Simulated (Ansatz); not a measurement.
Two members of one family (Same ligands, another metal), computed with Ansatz in the gas phase; def2 core potentials for W, no spin–orbit coupling. The two geometries come from different levels. A dash marks a value that wasn't run or was left out as unsound. The structures are stationary points that may keep the symmetry of their start. Remarks come from the PBE and PBE0 runs and from stability tests at other levels; not every state was tested. A HOMO above zero means that the electron is unbound at that level and held by the basis, or that self-interaction error raises the level; the energy of removing that electron tells which.

First: CrO2F2 (singlet, charge 0, r2SCAN-D4/def2-SVP geometry).

```csv
atom,x (Å),y (Å),z (Å)
Cr1,-0.006,0.022,0.012
O2,0.702,0.582,1.266
O3,-1.134,0.998,-0.388
F4,-0.668,-1.494,0.365
F5,1.106,-0.109,-1.256
```

```json
{"level": "PBE-D4/def2-TZVPD", "HOMO (eV)": "-8.75", "LUMO (eV)": "-5.74", "gap (eV)": "3.00", "vertical EA (eV)": "2.08"}
{"level": "r2SCANh-D4/def2-TZVP", "HOMO (eV)": "-9.86", "LUMO (eV)": "-5.63", "gap (eV)": "4.23", "vertical EA (eV)": "–"}
{"level": "PBE0-D4/def2-SVP", "HOMO (eV)": "-10.58", "LUMO (eV)": "-5.21", "gap (eV)": "5.38", "vertical EA (eV)": "–"}
{"level": "PBE0-D4/def2-TZVP", "HOMO (eV)": "-10.55", "LUMO (eV)": "-5.08", "gap (eV)": "5.47", "vertical EA (eV)": "–"}
{"level": "PBE0-D4/def2-TZVPD", "HOMO (eV)": "-10.52", "LUMO (eV)": "-5.04", "gap (eV)": "5.48", "vertical EA (eV)": "3.13"}
```

Metal–donor distances: 2 × O 1.54 Å, 2 × F 1.69 Å. Remarks: restricted SCF unstable in HF, HOMO above zero (-1 doublet).

Second: WO2F2 (singlet, charge 0, PBE-D4/def2-SVP geometry).

| atom | x (Å) | y (Å) | z (Å) |
| --- | --- | --- | --- |
| W1 | -0.003 | 0.003 | 0.020 |
| O2 | 1.436 | 0.212 | -0.890 |
| O3 | -1.187 | -0.518 | -1.106 |
| F4 | -0.521 | 1.667 | 0.706 |
| F5 | 0.275 | -1.364 | 1.269 |

**Question.** What does the change do? Estimate second minus first.

**Answer.** 
```tsv
level	Δ HOMO (eV)	Δ LUMO (eV)	Δ gap (eV)	Δ vertical EA (eV)
PBE-D4/def2-TZVPD	0.55	2.13	1.58	-1.71
r2SCANh-D4/def2-TZVP	0.69	2.39	1.70	–
PBE0-D4/def2-SVP	0.80	2.42	1.62	–
PBE0-D4/def2-TZVP	0.73	2.23	1.50	–
PBE0-D4/def2-TZVPD	0.69	2.18	1.49	-2.44
```

Metal–donor distances: 2 × O 1.71 Å, 2 × F 1.87 Å. Remarks: HOMO above zero (-1 doublet).
